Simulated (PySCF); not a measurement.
Species: C₆H₉O (doublet state).
Structure used (GFN2-xTB), in Å, numbered top down from 1:
```xyz
16
C6H9O angstrom
C      1.895    0.198   -0.303
C      0.385    0.271   -0.599
C     -0.201   -1.088   -0.864
C     -1.190   -1.386   -0.037
C     -1.472   -0.282    0.935
C     -0.432    0.724    0.571
O     -0.628    2.049    0.889
H      2.073   -0.449    0.552
H      2.292    1.187   -0.079
H      2.428   -0.202   -1.162
H      0.253    0.931   -1.476
H      0.186   -1.718   -1.647
H     -1.755   -2.302   -0.029
H     -2.488    0.118    0.825
H     -1.388   -0.626    1.974
H      0.034    2.582    0.438
```

The hyperfine couplings belong to this conformer and change with its torsions.

Identity: `[C@@H]1(C)[C](CC=C1)O` [radical].

Level of theory: PySCF 2.14.0, UKS B3LYP, pcH-1 on C H O, non-relativistic, mean-field spin-orbit, GIAO. Isolated species at its GFN2-xTB geometry (one conformer only). The geometry wasn't refined by DFT: couplings that depend on bond lengths, twists or pyramidal angles can differ widely from those at the functional's own minimum. The SCF solution wasn't tested for stability.

Problem. Break the g tensor into its mass correction, gauge correction and orbital-Zeeman/spin–orbit terms.

Solution. 
| Δg (ppm) | 1 | 2 | 3 |
| --- | --- | --- | --- |
| relativistic mass correction | -190 | -190 | -190 |
| gauge correction | 11 | 39 | 42 |
| orbital Zeeman/spin–orbit | -85 | 921 | 1824 |
| total | -264 | 771 | 1676 |

So g = 2.00206, 2.00309, 2.00400 and g_iso = 2.00305; the tensor is rhombic: the two nearest values differ by 47 % of g3 − g1. Axes: g3 points within 5° of the O7–H16 bond.

Problem. What effective moment and Curie constant follow for a powder?

Solution. With the mean of g² = 4.0122 and S(S+1) = 0.75: μ_eff = √(⟨g²⟩S(S+1)) = 1.735 μB and χT = 0.12505·⟨g²⟩·S(S+1) = 0.376 cm³ K/mol (cgs; spin-Hamiltonian part alone).

Problem. Average each term over the three axes. Which is largest in size?

Solution. The orbital-Zeeman/spin–orbit term 887, the mass correction -190 and the gauge correction 31 ppm, for a total of 728 ppm. The orbital-Zeeman/spin–orbit term is the largest in size. The mass correction is the same along every axis, so the anisotropy comes from the other two: their spans along these axes are 31 (gauge) and 1909 ppm (orbital Zeeman/spin–orbit).

Problem. In a frozen sample, at which fields do the three g values resonate at 9.5, 34, 94 and 263 GHz (hyperfine left aside), and which band first spreads them over more than twice a line width of 0.5 mT?

Solution. 
```csv
band,GHz,B(g3) mT,B(g2) mT,B(g1) mT,spread mT
X,9.5,338.70,338.85,339.03,0.33
Q,34.0,1212.19,1212.74,1213.36,1.17
W,94.0,3351.35,3352.86,3354.60,3.25
J,263.0,9376.64,9380.88,9385.73,9.09
```

The spread grows in proportion to the frequency. Q band is the first where it exceeds 1.0 mT.

Largest spin populations (Mulliken): C6 (+0.84), O7 (+0.11) and C5 (-0.07). No atom but C6 exceeds +0.15. The positive populations add up to 1.12 and the negative ones to -0.12, together 2S = 1. The angles at C6 add up to 354.4°, so it is nearly planar.

The HOMO–LUMO gaps are 4.43 eV among the α and 6.25 eV among the β orbitals.
